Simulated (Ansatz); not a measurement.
Stepwise reaction of `[OH][InH][OH]` with hydrogen sulfide, as a gas-phase model of exchange steps in deposition or etching. ΔE in kJ/mol.

Gas-phase electronic energies from Ansatz, PBE0-D4/def2-TZVP geometries. CBS: MP2 limit from def2 TZ/QZ plus the TZ coupled-cluster correction, frozen cores. This one scheme is used for every species. Functionals use def2-TZVPP. B3LYP here is the variant with VWN-RPA as its local correlation; programs differ in this. Elements past krypton have def2 core potentials. For In outer-core shells are correlated without core-valence functions, which leaves a few kJ/mol of doubt a bond. Each species was taken in one conformer, which may not be the lowest.

| step | reaction | PBE-D4 | B3LYP-D4 | ωB97M-V | CCSD(T)/CBS |
| --- | --- | --- | --- | --- | --- |
| 1 | `[OH][InH][OH]` + H₂S → `[OH][InH][SH]` + H₂O | -61.7 | -59.7 | -60.9 | -61.3 |

**Question.** Give the row of step 2, `[OH][InH][SH]` + H₂S → `[SH][InH][SH]` + H₂O. (Best estimate.)

**Answer.** Computed: 
```
step                                       reaction  PBE-D4  B3LYP-D4  ωB97M-V  CCSD(T)/CBS
   2  `[OH][InH][SH]` + H₂S → `[SH][InH][SH]` + H₂O   -62.3     -60.7    -61.5        -62.2
```

**Question.** By hand: ΔE of the 2 steps together at CCSD(T)/CBS.

**Answer.** (-61.3) + (-62.2) = -123.5 kJ/mol, or -61.8 kJ/mol a step.

In ΔE the steps differ by no more than 0.9 kJ/mol. All are downhill at CCSD(T)/CBS. PBE-D4 differs from CCSD(T)/CBS by -0.4 to -0.1 kJ/mol a step. Isolated molecules leave out the surface, adducts and barriers. Largest T1 diagnostic: 0.017.
